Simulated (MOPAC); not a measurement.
MOPAC input (PM7):

```
PM7 1SCF GEO-OK AUX(PRECISION=9) THREADS=1
Cl2Sr

Sr    0.18626000 1   -0.31630100 1    0.11351400 1
Cl    1.54378400 1    0.76688200 1   -1.84975400 1
Cl   -1.96013100 1   -0.05985600 1    1.59601800 1
```

From the output:

```
                                                       MOPAC v23.2.5 Linux

          FINAL HEAT OF FORMATION =       -101.50365 KCAL/MOL =    -424.69129 KJ/MOL

          COSMO AREA              =        165.02 SQUARE ANGSTROMS
          COSMO VOLUME            =        190.88 CUBIC ANGSTROMS

          IONIZATION POTENTIAL    =         10.218945 EV
          HOMO LUMO ENERGIES (EV) =        -10.219 -0.957
          NO. OF FILLED LEVELS    =          8
          MOLECULAR WEIGHT        =        158.5260         POINT GROUP:  C2v

          MOLECULAR DIMENSIONS (Angstroms)

            Atom       Atom       Distance
           Cl     3   Cl     2     4.98340
           Cl     2   Sr     1     0.81364
           Cl     3   Sr     1     0.00000

          SCF CALCULATIONS        =          1

   ATOM   CHEMICAL          X               Y               Z
  NUMBER   SYMBOL      (ANGSTROMS)     (ANGSTROMS)     (ANGSTROMS)

     1      Sr          0.18626000  *  -0.31630100  *   0.11351400  *
     2      Cl          1.54378400  *   0.76688200  *  -1.84975400  *
     3      Cl         -1.96013100  *  -0.05985600  *   1.59601800  *

                             CARTESIAN COORDINATES

   1   Sr        0.186260000    -0.316301000     0.113514000
   2   Cl        1.543784000     0.766882000    -1.849754000
   3   Cl       -1.960131000    -0.059856000     1.596018000

           Empirical Formula: Sr Cl2  =     3 atoms

      MOLECULAR POINT GROUP   :   C2v

                  EIGENVALUES
 -24.62010 -24.56070 -11.01415 -10.27617 -10.27443 -10.27412 -10.27221 -10.21894
  -0.95712   0.02624   0.19947   0.28759  75.96943  76.34325  76.34465  76.44391
  76.74735  76.77654  77.54000  77.54007  77.66393  77.66407

              NET ATOMIC CHARGES AND DIPOLE CONTRIBUTIONS

  ATOM NO.   TYPE          CHARGE      No. of ELECS.   s-Pop       p-Pop       d-Pop
    1         Sr           1.755537        0.2445     0.23236     0.01210
    2         Cl          -0.877769        7.8778     1.99920     5.87816     0.00042
    3         Cl          -0.877768        7.8778     1.99920     5.87815     0.00042
 DIPOLE           X         Y         Z       TOTAL
 POINT-CHG.     3.326    -5.648     2.027     6.861
 HYBRID        -0.026     0.045    -0.016     0.054
 SUM            3.300    -5.603     2.011     6.806

          ATOMIC ORBITAL ELECTRON POPULATIONS

     Atom    s        px        py        pz      x^2-y^2     xz        z^2       yz        xy
    1 Sr   0.23236   0.00594   0.00042   0.00574
    2 Cl   1.99920   1.96736   1.97907   1.93173   0.00004   0.00012   0.00010   0.00010   0.00005
    3 Cl   1.99920   1.91841   1.99868   1.96107   0.00010   0.00016   0.00006   0.00003   0.00007

 **********************
 *                    *
 * JOB ENDED NORMALLY *
 *                    *
 **********************

 == MOPAC DONE ==
```

The geometry given is a B3LYP-D3(BJ)/def2-TZVP minimum.
